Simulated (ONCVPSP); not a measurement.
**technetium: one change to an ONCV potential, before and after**

```json
{"Element": "Tc (Z = 43)", "Generator": "ONCVPSP 4.0.1", "Type": "optimised norm-conserving Vanderbilt (ONCV)", "Functional": "PBE", "Relativity": "scalar-relativistic", "Frozen core": "[Ar] 3d10", "Valence charge": "15", "Reference configuration": "4s2 4p6 4d5 5s2", "Partial waves": "4s+5s: rc 1.70 bohr, ncon 4, nbas 8, qcut 8.3 1/bohr, 2 projectors; 4p: rc 1.35 bohr, ncon 3, nbas 6, qcut 5.3 1/bohr, 2 projectors, debl 3.2 Ha; 4d: rc 1.60 bohr, ncon 5, nbas 8, qcut 6.3 1/bohr, 2 projectors, debl 2.2 Ha", "Local potential": "polynomial inside 1.00 bohr (lpopt 5, dvloc0 0 Ha)", "Core correction": "polynomial model core, fcfact 0.25"}
```

All-electron outer shells of the reference configuration (PBE, scalar-relativistic, ld1.x):

| shell | level (eV) | outermost node (bohr) | outermost maximum (bohr) |
| --- | --- | --- | --- |
| 3d | -249.88 | – | 0.31 |
| 4s | -73.38 | 0.50 | 0.95 |
| 4p | -45.34 | 0.51 | 1.03 |
| 4d | -6.66 | 0.50 | 1.27 |
| 5s | -5.04 | 1.28 | 2.72 |

Change: all radii but the core radius scaled by about 1.04 (s 1.76, p 1.40, d 1.66 bohr); local potential polynomial inside 1.04 bohr (lpopt 5, dvloc0 0 Ha).

Cutoffs: the cutoffs (Ha) at which the residual kinetic energy of the hardest occupied pseudo-wave falls to 1 and 0.1 mHa per electron; they do not see the model core or the augmentation charge, which bear on the density cutoff. Errors are all-electron minus pseudo energies relative to the spin-unpolarised reference configuration.

Task: How do hardness, ghosts and transferability respond?

Result: The potential gets neither clearly harder nor softer (22 Ha and 69 Ha → 21 Ha and 63 Ha); the d channel sets the loose cutoff, while the largest relative change is in p, which becomes softer; the errors of the 4 common tests hardly move; neither file shows a bound ghost.

```csv
quantity,base,changed
"cutoff, loose",22 Ha,21 Ha
"cutoff, tight",69 Ha,63 Ha
loose cutoff by channel,"s 22 Ha, p 19 Ha, d 22 Ha","s 21 Ha, p 13 Ha, d 21 Ha"
bound ghosts,none,none
GHOST(+) flags under 300 eV,s at 129.0 eV,s at 136.8 eV
"error for 4s2 4p6 4d5 5s1, meV [ΔE 8.15 eV]",-1.8,-1.8
"error for 4s2 4p6 4d5 5s0, meV [ΔE 23.01 eV]",-6.5,-6.9
"error for 4s2 4p6 4d4 5s0, meV [ΔE 51.71 eV]",-5.0,-5.1
"error for 4s2 4p5 4d5 5s2, meV [ΔE 51.50 eV]",-47,-52
"rms error of d²Exc/dni dnj with the model core, mHa",0.93,1.05
```
